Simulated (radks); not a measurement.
Question: These are the eigenvalues of the occupied orbitals of an atom or ion with whole-number occupations (eV). Calculated with a radial shooting solver on a logarithmic mesh with Libxc functionals: non-relativistic Kohn-Sham, PBE, spin-polarised, spherical densities, point nucleus.

| orbital | eigenvalue |
|---|---|
| 1s up | -383.9323 |
| 1s down | -382.4109 |
| 2s up | -19.8515 |
| 2s down | -15.2806 |
| 2p up | -8.3043 |

Which element is it, and in what charge state? The configuration may be excited. Open shells, if any, are filled with parallel spins first.

Answer: Z = 7, nitrogen, charge 0: N in [He] 2s2 2p3. The list shows which subshells hold electrons but not how many an open one holds; the 1s level, -14.109 hartree, gives Z - s = 5.3 by -(Z - s)^2/2, which with screening narrows Z to a few neighbours, and the depths of the outer levels then fix element, charge and occupations together.
